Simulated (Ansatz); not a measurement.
System: C5H11O, charge -1, multiplicity 1. It need not be the lowest isomer of its formula. Whether it binds its extra electron was not tested at this geometry. 
Structure (B3LYP-D3(BJ)/def2-TZVP (Ansatz, a quantum-chemistry and plane-wave program) minimum search):
```
C
O 1 1.3303
H 1 1.1453 2 114.13
C 1 1.5603 3 103.71 2 -123.55
H 4 1.0982 1 107.18 3 -172.27
H 4 1.1012 5 107.70 1 -119.40
C 4 1.5235 5 109.38 6 -120.29
H 7 1.0921 4 107.79 5 -68.03
H 7 1.0961 8 107.73 4 119.46
H 7 1.0963 8 109.65 9 117.15
C 1 1.5603 3 103.71 2 123.55
H 11 1.0982 1 107.18 3 172.27
H 11 1.1012 12 107.70 1 119.40
C 11 1.5235 12 109.38 13 120.29
H 14 1.0921 11 107.79 12 68.03
H 14 1.0961 15 107.73 11 -119.46
H 14 1.0963 15 109.65 16 -117.15
```
Charge -1, spin multiplicity 1.

Basis-set convergence of Hartree-Fock and MP2 correlation energies (hartree) with Ansatz. Cores are frozen in the correlated levels unless marked. No spin-orbit coupling. No relativistic terms. This anion needs diffuse functions, which these sets lack.

```csv
basis,functions,E(HF),"E(corr, MP2)"
cc-pVDZ,139,-270.57208,-0.92403
cc-pVTZ,334,-270.65758,-1.14461
cc-pVQZ,660,(withheld),(withheld)
```

Task: Fill in the missing entries.

Result: 
- cc-pVQZ, E(HF): -270.67893
- cc-pVQZ, E(corr, MP2): -1.22120
